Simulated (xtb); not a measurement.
Si2, triplet, at a GFN2-xTB geometry. Base run: GFN0-xTB run with xtb.

xtb was given this input:
```
$ xtb mol.xyz --gfn 0 --uhf 2 --json

# file mol.xyz
2

Si    -0.00000000    -0.00000000    -1.08705736
Si     0.00000000     0.00000000     1.08705736
```

Each row names what was changed in the base input (with any setting that the change needs).

```tsv
change	ΔE vs base (kcal/mol)
base	0.000
etemp = 1000	-1.29
etemp = 3000	-14.01
```
